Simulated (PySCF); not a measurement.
Species: `C=CP(C)(C)=CC`. The columns A, B, C and D hold Mulliken, IAO, Hirshfeld and ESP-fitted charges (e) of one PBE0/pcSseg-1 density (PySCF), in a shuffled order. Coordinates in Å (GFN2-xTB); the density's dipole moment is (2.53, 0.17, 0.99) D.

```json
{"atom": "C1", "x": "2.142", "y": "1.683", "z": "-0.404", "A": "-0.409", "B": "-0.297", "C": "-0.137", "D": "-0.093"}
{"atom": "C2", "x": "1.192", "y": "1.186", "z": "0.381", "A": "-0.284", "B": "-0.420", "C": "-0.408", "D": "-0.107"}
{"atom": "P3", "x": "0.086", "y": "-0.220", "z": "-0.037", "A": "+0.845", "B": "+1.185", "C": "+0.479", "D": "+0.367"}
{"atom": "C4", "x": "-0.026", "y": "-1.056", "z": "1.581", "A": "-0.702", "B": "-0.647", "C": "-0.436", "D": "-0.156"}
{"atom": "C5", "x": "1.114", "y": "-1.301", "z": "-1.081", "A": "-0.795", "B": "-0.641", "C": "-0.433", "D": "-0.154"}
{"atom": "C6", "x": "-1.476", "y": "-0.185", "z": "-0.762", "A": "-0.839", "B": "-0.718", "C": "-0.517", "D": "-0.249"}
{"atom": "C7", "x": "-2.611", "y": "0.483", "z": "-0.012", "A": "-0.029", "B": "-0.407", "C": "-0.260", "D": "-0.140"}
{"atom": "H8", "x": "2.630", "y": "2.620", "z": "-0.186", "A": "+0.189", "B": "+0.155", "C": "+0.125", "D": "+0.050"}
{"atom": "H9", "x": "2.499", "y": "1.152", "z": "-1.271", "A": "+0.186", "B": "+0.144", "C": "+0.116", "D": "+0.045"}
{"atom": "H10", "x": "0.831", "y": "1.768", "z": "1.225", "A": "+0.174", "B": "+0.151", "C": "+0.133", "D": "+0.044"}
{"atom": "H11", "x": "0.966", "y": "-1.374", "z": "1.900", "A": "+0.191", "B": "+0.160", "C": "+0.147", "D": "+0.049"}
{"atom": "H12", "x": "-0.434", "y": "-0.375", "z": "2.326", "A": "+0.206", "B": "+0.160", "C": "+0.151", "D": "+0.052"}
{"atom": "H13", "x": "-0.687", "y": "-1.914", "z": "1.474", "A": "+0.222", "B": "+0.172", "C": "+0.161", "D": "+0.053"}
{"atom": "H14", "x": "1.177", "y": "-0.885", "z": "-2.084", "A": "+0.225", "B": "+0.164", "C": "+0.156", "D": "+0.055"}
{"atom": "H15", "x": "0.622", "y": "-2.270", "z": "-1.134", "A": "+0.214", "B": "+0.176", "C": "+0.166", "D": "+0.054"}
{"atom": "H16", "x": "2.113", "y": "-1.400", "z": "-0.658", "A": "+0.237", "B": "+0.155", "C": "+0.143", "D": "+0.046"}
{"atom": "H17", "x": "-1.383", "y": "0.185", "z": "-1.787", "A": "+0.242", "B": "+0.125", "C": "+0.103", "D": "+0.007"}
{"atom": "H18", "x": "-3.553", "y": "0.107", "z": "-0.414", "A": "+0.077", "B": "+0.143", "C": "+0.118", "D": "+0.033"}
{"atom": "H19", "x": "-2.632", "y": "1.572", "z": "-0.106", "A": "+0.022", "B": "+0.117", "C": "+0.102", "D": "+0.021"}
{"atom": "H20", "x": "-2.574", "y": "0.233", "z": "1.047", "A": "+0.027", "B": "+0.122", "C": "+0.092", "D": "+0.026"}
```

Question: Which column most likely holds the ESP-fitted charges?

Answer: A. Σ q r misses the density's dipole by 0.08 D (A), 0.63 D (B), 0.90 D (D), 1.19 D (C). Charges fitted to the outside potential are the only set here that is tied to the molecule's multipoles.

Question: And the Hirshfeld charges?

Answer: D. The mean sizes are 0.090 e (D), 0.219 e (C), 0.306 e (A), 0.313 e (B), and Hirshfeld charges are commonly the smallest of these schemes.

As computed, A = ESP-fitted, B = IAO, C = Mulliken, D = Hirshfeld. Hydrogens on carbon: ESP-fitted +0.02 to +0.24, IAO +0.12 to +0.18, Mulliken +0.09 to +0.17, Hirshfeld +0.01 to +0.05 e.

The IAO scheme projects the occupied orbitals on a minimal set of polarised atomic orbitals and counts the electrons in each atom's part of it. The Mulliken scheme counts on each atom the diagonal of the density matrix times the overlap matrix over that atom's basis functions.

One conformer (not necessarily the lowest) at the GFN2-xTB geometry, without solvent, vibrations or thermal averaging.

Shape of the structure used: `[CH2:1]=[CH:2][P:3]([CH3:4])([CH3:5])=[CH:6][CH3:7]`: C1–C2–P3–C4 142°.
